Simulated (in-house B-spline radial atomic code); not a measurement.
Configurations of Mo IV (Mo3+), with energies counted from [Kr] 4d3. Level of theory: Dirac-Hartree-Fock, average of configuration, Fermi nucleus of rms radius 4.4091 fm; calculated with an all-electron radial atomic-structure program (B-spline basis). Energies include first-order Breit, QED and recoil terms.

Occupations are held fixed; configurations that lie above the ionisation limit could autoionise.

| configuration | E - E(ref) (eV) | highest orbital | its <r> (bohr) |
| --- | --- | --- | --- |
| [Kr] 4d2 6s1 | 22.169 | 6s1/2 | 5.167 |
| [Kr] 4d2 5g1 | 29.504 | 5g7/2 | 6.853 |
| [Kr] 4d2 8s1 | 31.529 | 8s1/2 | 12.25 |
| [Ar] 3d10 4s2 4p5 4d3 5f1 | 69.007 | 5f5/2 | 7.034 |
| [Ar] 3d10 4s2 4p5 4d3 6g1 | 72.285 | 6g7/2 | 10.96 |
| [Ar] 3d10 4s2 4p5 4d3 7f1 | 73.626 | 7f5/2 | 15.66 |

Question: Order these further configurations by energy, lowest first.
A. [Kr] 4d2 8f1
B. [Kr] 4d2 8g1
C. [Kr] 4d2 5p1
D. [Ar] 3d10 4s2 4p5 4d3 8s1
E. [Kr] 4d2 6g1

Answer: C (13.074 eV), E (32.165 eV), A (34.654 eV), B (34.814 eV), D (71.63 eV).

Question: How far above the reference does [Kr] 4d2 5f1 lie?

Answer: 28.979 eV; its least bound orbital is 5f5/2 with <r> = 7.141 bohr.

Question: How far above the reference does [Kr] 4d2 5s1 lie?

Answer: 6.9817 eV; its least bound orbital is 5s1/2 with <r> = 2.714 bohr.
